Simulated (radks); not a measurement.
The numbers below are computed, except where a source is named.
Problem. The table gives one normalised radial function P(r) = r R(r) (large component) of Sm3+ in [Xe] 4f4.5 5d0.5 (r in bohr). Code: a radial shooting solver on a logarithmic mesh with Libxc functionals. Model: Dirac Kohn-Sham, PBEsol, spin-unpolarised, spherical densities, finite nucleus; open shells fill j = l - 1/2 first; Fermi nuclear charge, rms radius 5.0819 fm.

| r | P |
|---|---|
| 0.001444 | 0.0000 |
| 0.002225 | 0.0000 |
| 0.003427 | 0.0000 |
| 0.005278 | 0.0000 |
| 0.008196 | 0.0000 |
| 0.01262 | 0.0001 |
| 0.01945 | 0.0003 |
| 0.02995 | 0.0013 |
| 0.04614 | 0.0059 |
| 0.07107 | 0.0237 |
| 0.1095 | 0.0826 |
| 0.1686 | 0.2384 |
| 0.2597 | 0.5392 |
| 0.4001 | 0.9032 |
| 0.6162 | 1.0663 |
| 0.9568 | 0.8696 |
| 1.474 | 0.5023 |
| 2.27 | 0.1929 |
| 3.497 | 0.0408 |
| 5.386 | 0.0033 |

Which n and l does it have? It may be an empty orbital.

Solution. n = 4, l = 3: the number of nodes gives n - l - 1 = 0, the rise at small r points to l (this Dirac orbital starts outside the nucleus as r^gamma with gamma = sqrt((l + 1)^2 - (Z/c)^2) = 3.97; the j = 7/2 orbital of l + 1 starts with the same power, but with a smaller coefficient, and then steepens), and the extent must fit the shell. The curve is that of 4f7/2; the two j differ most near the nucleus, where j = l - 1/2 has the larger amplitude, and in heavy atoms j = l - 1/2 is also the more compact. 4f7/2 (empty): eigenvalue -35.350 eV, 0 radial nodes, <r> = 0.885 bohr, 90 % of the charge inside 1.50 bohr.
